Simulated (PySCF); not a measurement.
**Excited states of I⁷⁺ (iodine, charge +7)**

Ground state [Kr] 4d10, ¹S. All numbers are calculated (PySCF 2.14, a scalar-relativistic core potential, in def2-TZVP with the def2 core potential (28 electrons)). Vertical excitation energies in eV without spin-orbit coupling; excited terms of each kind are numbered among those the solver found.

```json
{"term": "1 3D", "leading excitation": "4d → s", "TDA-LDA": "43.956", "TD-LDA": "43.950"}
{"term": "1 1D", "leading excitation": "4d → s", "TDA-LDA": "44.789", "TD-LDA": "44.784"}
{"term": "1 3P°", "leading excitation": "4d → p", "TDA-LDA": "58.929", "TD-LDA": "58.917"}
{"term": "1 3F°", "leading excitation": "4d → p", "TDA-LDA": "59.212", "TD-LDA": "59.208"}
{"term": "1 1F°", "leading excitation": "4d → p", "TDA-LDA": "59.670", "TD-LDA": "59.669"}
{"term": "1 3D°", "leading excitation": "4d → p", "TDA-LDA": "59.699", "TD-LDA": "59.699"}
{"term": "1 1D°", "leading excitation": "4d → p", "TDA-LDA": "59.699", "TD-LDA": "59.699"}
{"term": "1 1P°", "leading excitation": "4d → p", "TDA-LDA": "60.957", "TD-LDA": "60.916"}
{"term": "1 3S", "leading excitation": "4d → d", "TDA-LDA": "80.227", "TD-LDA": "80.203"}
{"term": "2 3D", "leading excitation": "4d → d", "TDA-LDA": "81.233", "TD-LDA": "81.229"}
{"term": "1 1G", "leading excitation": "4d → d", "TDA-LDA": "81.445", "TD-LDA": "81.444"}
```

Where a singlet and its triplet coincide, the exchange integral that splits them vanishes by symmetry for a single excitation; correlation beyond this level separates them.

Oscillator strength of the first ¹S → ¹P° line: TDA-LDA 1.05, TD-LDA 1.00.

The spin-orbit splitting of the hole, absent here, rivals or exceeds the spacing of these terms, so the LS terms are model states.

The solver can miss terms.
